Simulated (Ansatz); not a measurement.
Computed with Ansatz on PBE0-D4/def2-TZVP structures; ΔE is electronic, products minus reactants. CCSD(T)/CBS adds triple-zeta CCSD(T) − MP2 to the extrapolated MP2 energy (def2 sets, frozen cores). DFT in def2-TZVPP. HSE06 is defined as in plane-wave codes. Elements past krypton have def2 core potentials. For In outer-core shells are correlated without core-valence functions, which leaves a few kJ/mol of doubt a bond. Each species was taken in one conformer, which may not be the lowest.

Reaction (formal exchange of groups at a C–O bond): `B[SiH2]OCC` + `[F][InH][F]` → `C[CH2][In]([F])[F]` + `B[SiH2]O`

```
         level  ΔE (kJ/mol)
         HSE06        -61.9
MP2/def2-TZVPP        -74.1
```

Task: What does CCSD(T)/CBS give? (Estimate.)

Result: The calculation gave: -68.7 kJ/mol. The listed levels differ from it by 6.8, -5.4 kJ/mol.

Largest T1 diagnostic among the species: 0.017.

In def2-TZVPP, CCSD(T) changes the Hartree–Fock value by −20.5 kJ/mol (the triples alone add −1.9 kJ/mol) and MP2 by −31.6 kJ/mol. At CCSD(T), def2-SVP lies +25.5 kJ/mol from the extrapolated value and def2-TZVPP +5.6 kJ/mol. Leaving LDA and LC-ωPBE aside and taking each functional with its dispersion term where it has one, the values, not all of them listed here, spread over 15.5 kJ/mol, from PBE-QIDH to B97M-V. LDA lies +10.8 kJ/mol from PBE without D4.
